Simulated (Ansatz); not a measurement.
Al2FH7Si2 (`[F][AlH][SiH2][SiH2][AlH2]`), one more setting.

```yaml
crystal:
  periodic: [false, false, false]
  atoms:
    - {symbol: F, position_ang: [-1.885755, 0.173697, 0.048000]}
    - {symbol: Al, position_ang: [-1.183643, 0.204439, 1.641410]}
    - {symbol: Si, position_ang: [1.172456, -0.260027, 1.302095]}
    - {symbol: Si, position_ang: [1.239261, 0.398908, -0.949275]}
    - {symbol: Al, position_ang: [-1.045914, -0.267835, -1.666086]}
    - {symbol: H, position_ang: [-2.315664, 0.546816, 2.685789]}
    - {symbol: H, position_ang: [2.042537, 0.381898, 2.326388]}
    - {symbol: H, position_ang: [1.281300, -1.742127, 1.447605]}
    - {symbol: H, position_ang: [2.434813, -0.204480, -1.606363]}
    - {symbol: H, position_ang: [1.464921, 1.876609, -0.884914]}
    - {symbol: H, position_ang: [-1.279400, -1.844901, -1.656264]}
    - {symbol: H, position_ang: [-1.847913, 0.681804, -2.654283]}
basis:
  gaussian: {orbitals: aug-cc-pVTZ}
hamiltonian: {xc: {name: wPBEh}}
scf: {lower_state_search: light}
output: {forces: true}
```

```sh
$ ansatz run in.yaml --threads 4 --pin off --events-out ev --progress --plain --max-ram 10444MiB
```

Shortened log:

```
Functional definition: wPBEh
  name "wPBEh"
  cite "Heyd, Scuseria & Ernzerhof, J. Chem. Phys. 118, 8207 (2003) doi:10.1063/1.1564060"
  cite "Krukau, Vydrov, Izmaylov & Scuseria, J. Chem. Phys. 125, 224106 (2006) doi:10.1063/1.2404663"
  cite "Heyd & Scuseria, J. Chem. Phys. 120, 7274 (2004) doi:10.1063/1.1668634"
  cite "Ernzerhof & Perdew, J. Chem. Phys. 109, 3313 (1998) doi:10.1063/1.476928"
  cite "Perdew, Burke & Ernzerhof, Phys. Rev. Lett. 77, 3865 (1996) doi:10.1103/PhysRevLett.77.3865"
  parent pbe
  parameter a = 0.25
  parameter omega = 0.11/bohr
  exchange = wpbe_x - a*pbe_x_sr(omega) + a*exact_x_sr(omega)
  correlation = pbe_c
2077 factors; their error is unknown
193 factors; integrals over basis functions are off by at most 2.6e-6 eV
mean field evaluation 1: about -31767.1389 eV, gradient 3.8e1 eV
mean field evaluation 2: about -31765.0761 eV, gradient 5.8e1 eV
mean field evaluation 4: about -31770.3480 eV, gradient 2.5e0 eV
mean field evaluation 8: about -31770.3654 eV, gradient 2.2e-2 eV
mean field evaluation 16: about -31770.4908 eV, gradient 2.0e-4 eV
mean field -31770.49080041 eV, -1167.5440021031 hartree, gradient 7.5e-6 eV, S^2 0.000000; 0 other end points of the search recorded, 0 dependent functions left out
the calculation of the forces begins
reference -31770.49089119 eV, -1167.5440054391 hartree; 35, 35 occupied and 372, 372 virtual orbitals, 2077 factors
Total energy: -31770.49089119 eV, -1167.5440054391 hartree
Atom 0 at    -1.885755     0.173697     0.048000 Å, force    -0.098834     0.008360    -0.122712 eV/Å
Atom 1 at    -1.183643     0.204439     1.641410 Å, force     0.057574     0.003829     0.198919 eV/Å
Atom 2 at     1.172456    -0.260027     1.302095 Å, force     0.000415     0.004034     0.028087 eV/Å
Atom 3 at     1.239261     0.398908    -0.949275 Å, force    -0.007367    -0.003601    -0.044260 eV/Å
Atom 4 at    -1.045914    -0.267835    -1.666086 Å, force    -0.002727    -0.008279    -0.067855 eV/Å
Atom 5 at    -2.315664     0.546816     2.685789 Å, force    -0.017186     0.004606     0.008331 eV/Å
Atom 6 at     2.042537     0.381898     2.326388 Å, force     0.024030     0.013291     0.030188 eV/Å
Atom 7 at     1.281300    -1.742127     1.447605 Å, force     0.007657    -0.040451     0.010311 eV/Å
Atom 8 at     2.434813    -0.204480    -1.606363 Å, force     0.037590    -0.009831    -0.018519 eV/Å
Atom 9 at     1.464921     1.876609    -0.884914 Å, force     0.013553     0.040407    -0.003175 eV/Å
Atom 10 at    -1.279400    -1.844901    -1.656264 Å, force    -0.004525    -0.023753    -0.003041 eV/Å
Atom 11 at    -1.847913     0.681804    -2.654283 Å, force    -0.010182     0.011389    -0.016274 eV/Å
Dipole moment:    -0.026975     0.101551     0.682597 e Å
```

Hardware: 4 threads of an Arm Neoverse V1 on a shared host. Wall time 20 s, peak host memory 2.5 GiB.
